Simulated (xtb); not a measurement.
xtb input (GFN1-xTB):

```bash
xtb mol.xyz --gfn 1 --sp --chrg 0 --uhf 0
```
mol.xyz:
```
2

Au    -0.00000000    -0.00000000    -0.20006997
F      0.00000000     0.00000000     1.75616975
```

Output:

```
           -------------------------------------------------
          |                Calculation Setup                |
           -------------------------------------------------

           -------------------------------------------------
          |                 G F N 1 - x T B                 |
           -------------------------------------------------

        Reference                      10.1021/acs.jctc.7b00118
      * Hamiltonian:
        H0-scaling (s, p, d)           1.850000    2.250000    2.000000
        zeta-weighting                 0.000000
      * Dispersion:
        s8                             2.400000
        a1                             0.630000
        a2                             5.000000
        s9                             0.000000
      * Repulsion:
        kExp                           1.500000
        rExp                           1.000000
      * Coulomb:
        alpha                          2.000000
        third order                    atomic
        anisotropic                    false
      * Halogen bond correction:
        rad-scale                      1.300000
        damping                        0.440000

          ...................................................
          :                      SETUP                      :
          :.................................................:
          :  # basis functions                  14          :
          :  # atomic orbitals                  13          :
          :  # shells                            5          :
          :  # electrons                        18          :
          :  # halogen bonds                     0          :
          :  max. iterations                   250          :
          :  Hamiltonian                  GFN1-xTB          :
          :  restarted?                      false          :
          :  GBSA solvation                  false          :
          :  PC potential                    false          :
          :  electronic temp.          300.0000000     K    :
          :  accuracy                    1.0000000          :
          :  -> integral cutoff          0.2500000E+02      :
          :  -> integral neglect         0.1000000E-07      :
          :  -> SCF convergence          0.1000000E-05 Eh   :
          :  -> wf. convergence          0.2000000E-04 e    :
          :  Broyden damping             0.4000000          :
          :  net charge                          0          :
          :  unpaired electrons                  0          :
          ...................................................

 iter      E             dE          RMSdq      gap      omega  full diag
   1     -8.9541693 -0.895417E+01  0.153E+01    2.85       0.0  T
   2     -9.0077077 -0.535384E-01  0.484E+00    1.98       1.0  T
   3     -9.0090884 -0.138066E-02  0.601E+00    2.04       1.0  T
   4     -9.0441274 -0.350390E-01  0.815E-01    1.81       1.0  T
   5     -9.0436604  0.467036E-03  0.868E-01    1.83       1.0  T
   6     -9.0441568 -0.496471E-03  0.410E-01    1.82       1.0  T
   7     -9.0444935 -0.336624E-03  0.493E-02    1.82       1.4  T
   8     -9.0444989 -0.544930E-05  0.126E-03    1.82      56.3  T
   9     -9.0444989  0.480155E-08  0.196E-03    1.82      36.0  T
  10     -9.0444989 -0.754271E-08  0.105E-04    1.82     673.1  T
  11     -9.0444989 -0.233378E-10  0.886E-08    1.82  100000.0  T

   *** convergence criteria satisfied after 11 iterations ***

         #    Occupation            Energy/Eh            Energy/eV
      -------------------------------------------------------------
         1        2.0000           -0.7867904             -21.4097
       ...           ...                  ...                  ...
         3        2.0000           -0.5152081             -14.0195
         4        2.0000           -0.5152081             -14.0195
         5        2.0000           -0.4703265             -12.7982
         6        2.0000           -0.4703265             -12.7982
         7        2.0000           -0.4591065             -12.4929
         8        2.0000           -0.4591065             -12.4929
         9        2.0000           -0.4464357             -12.1481 (HOMO)
        10                         -0.3795440             -10.3279 (LUMO)
        11                         -0.2667088              -7.2575
        12                         -0.2667088              -7.2575
        13                         -0.1120515              -3.0491
      -------------------------------------------------------------
                  HL-Gap            0.0668918 Eh            1.8202 eV
             Fermi-level           -0.4129899 Eh          -11.2380 eV

 SCC (total)                   0 d,  0 h,  0 min,  0.003 sec
 SCC setup                      ...        0 min,  0.000 sec (  4.330%)
 Dispersion                     ...        0 min,  0.000 sec (  1.971%)
 classical contributions        ...        0 min,  0.000 sec (  0.850%)
 integral evaluation            ...        0 min,  0.001 sec ( 21.692%)
 iterations                     ...        0 min,  0.001 sec ( 48.449%)
 molecular gradient             ...        0 min,  0.000 sec ( 16.544%)
 printout                       ...        0 min,  0.000 sec (  5.698%)

         :::::::::::::::::::::::::::::::::::::::::::::::::::::
         ::                     SUMMARY                     ::
         :::::::::::::::::::::::::::::::::::::::::::::::::::::
         :: total energy              -9.044264086580 Eh    ::
         :: gradient norm              0.024738392696 Eh/a0 ::
         :: HOMO-LUMO gap              1.820218150442 eV    ::
         ::.................................................::
         :: SCC energy                -9.044498903934 Eh    ::
         :: -> electrostatic           0.083651263750 Eh    ::
         :: repulsion energy           0.000410040449 Eh    ::
         :: dispersion energy         -0.000175223095 Eh    ::
         :: halogen bond corr.         0.000000000000 Eh    ::
         :: add. restraining           0.000000000000 Eh    ::
         :: total charge               0.000000000000 e     ::
         :::::::::::::::::::::::::::::::::::::::::::::::::::::

           -------------------------------------------------
          |                Property Printout                |
           -------------------------------------------------

    * Orbital Energies and Occupations

         #    Occupation            Energy/Eh            Energy/eV
      -------------------------------------------------------------
         1        2.0000           -0.7867904             -21.4097
         2        2.0000           -0.5356753             -14.5765
         3        2.0000           -0.5152081             -14.0195
         4        2.0000           -0.5152081             -14.0195
         5        2.0000           -0.4703265             -12.7982
         6        2.0000           -0.4703265             -12.7982
         7        2.0000           -0.4591065             -12.4929
         8        2.0000           -0.4591065             -12.4929
         9        2.0000           -0.4464357             -12.1481 (HOMO)
        10                         -0.3795440             -10.3279 (LUMO)
        11                         -0.2667088              -7.2575
        12                         -0.2667088              -7.2575
        13                         -0.1120515              -3.0491
      -------------------------------------------------------------
                  HL-Gap            0.0668918 Eh            1.8202 eV
             Fermi-level           -0.4129899 Eh          -11.2380 eV

  Mulliken/CM5 charges         n(s)   n(p)   n(d)
     1Au    0.34998  0.40471   0.819  0.211  9.619
     2F    -0.34998 -0.40471   1.875  5.475  0.000
Note: The following floating-point exceptions are signalling: IEEE_DENORMAL
normal termination of xtb

Wiberg/Mayer (AO) data.
largest (>0.10) Wiberg bond orders for each atom

 ---------------------------------------------------------------------------
     #   Z sym  total        # sym  WBO       # sym  WBO       # sym  WBO
 ---------------------------------------------------------------------------
     1  79 Au   1.070 --     2 F    1.070
     2   9 F    1.070 --     1 Au   1.070
 ---------------------------------------------------------------------------

Topologies differ in total number of bonds
Writing topology from bond orders to xtbtopo.mol

 dipole moment from electron density (au)
     X       Y       Z
  -0.0000  -0.0000  -1.9614  total (Debye):    4.985

           -------------------------------------------------
          | TOTAL ENERGY               -9.044264086580 Eh   |
          | GRADIENT NORM               0.024738392696 Eh/α |
          | HOMO-LUMO GAP               1.820218150442 eV   |
           -------------------------------------------------

------------------------------------------------------------------------
------------------------------------------------------------------------
 total:
 SCF:
```
